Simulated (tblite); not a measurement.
C₂H₁₂N₂OSi₃.
Atom-mapped SMILES: `[CH3:1][C@@H:2]1[NH:3][Si@H:4]([NH:5][SiH3:6])[O:7][SiH2:8]1` (hydrogens: H9, H10, H11 on C1; H12 on C2; H13 on N3; H14 on Si4; H15 on N5; H16, H17, H18 on Si6; H19, H20 on Si8)

Computed with GFN2-xTB (tblite), gas phase: L-BFGS steps from a force-field or distance-geometry start until the largest atomic force falls under 0.01 eV/Å.

Geometry at step 28:
```
atom  x, y, z in Å
C1     -2.9391   -0.5282    0.5743
C2     -1.7975   -0.4123   -0.4288
N3     -0.5078   -0.6683    0.2169
Si4     0.8459   -0.1757   -0.7144
N5      2.1286    0.4797    0.2207
Si6     3.7056   -0.0968    0.5965
O7      0.1257    1.0627   -1.5346
Si8    -1.4608    1.2833   -1.2702
H9     -3.8910   -0.4414    0.0521
H10    -2.8987   -1.5047    1.0640
H11    -2.8760    0.2465    1.3371
H12    -1.9630   -1.1762   -1.2102
H13    -0.5060   -1.4852    0.8092
H14     1.3219   -1.1137   -1.7228
H15     2.0165    1.4675    0.3619
H16     4.5949   -0.1439   -0.5658
H17     3.5645   -1.4611    1.0878
H18     4.2293    0.8527    1.5786
H19    -2.0490    1.4846   -2.5846
H20    -1.6490    2.3411   -0.2804
```

Problem. Give the atomic forces at this geometry.

Solution. 
```
atom  Fx (eV/Å)  Fy (eV/Å)  Fz (eV/Å)
  C1      0.077     -0.004     -0.076
  C2      0.069     -0.049      0.032
  N3      0.003     -0.036     -0.044
 Si4     -0.023     -0.022      0.047
  N5     -0.036      0.047      0.016
 Si6     -0.013     -0.043     -0.083
  O7      0.028      0.025      0.024
 Si8      0.014     -0.167      0.065
  H9      0.040      0.037      0.082
 H10     -0.071      0.097      0.003
 H11      0.011     -0.058     -0.071
 H12     -0.040      0.059      0.038
 H13      0.011     -0.013     -0.051
 H14      0.037      0.018     -0.055
 H15     -0.040      0.164      0.049
 H16      0.045      0.039     -0.085
 H17     -0.045     -0.081      0.109
 H18      0.016     -0.048      0.046
 H19     -0.051     -0.032      0.028
 H20     -0.030      0.067     -0.073
```

The largest, 0.18 eV/Å, acts on Si8 (H15 within 3 % of it); the rms over all components is 0.058 eV/Å. The forces sum to zero within rounding, as they must for an isolated molecule in no field.

Problem. Give the force on Si8 in Eh/bohr and in nN.

Solution. 0.180 eV/Å ÷ 51.422 = 0.00350 Eh/bohr, and 0.180 eV/Å × 1.602 = 0.29 nN.

Problem. How far is this geometry from the end of the optimisation?

Solution. 0.118 eV above it, and 0.467 Å rms away after alignment. The bonds farthest from their final lengths, with half the difference of the two atoms' forces along the bond (positive lengthens):

```
   bond  now (Å)  final (Å)  force along bond (eV/Å)
  C2–N3    1.465      1.453                    -0.05
 N3–Si4    1.715      1.705                    -0.03
Si6–H17    1.457      1.463                    +0.05
Si8–H19    1.454      1.460                    +0.04
 O7–Si8    1.623      1.618                     0.00
 C2–H12    1.105      1.101                    -0.03
```

The angle farthest from its final value is Si4–N5–Si6, 132.5° against 125.9°.

Of the 2 listed bonds off by 0.010 Å or more, this force points towards the final length in 2.

The cost below is that of the whole relaxation. Hardware: one thread, Arm Neoverse V2 (aarch64) (shared host). Cost: 1.2 s.
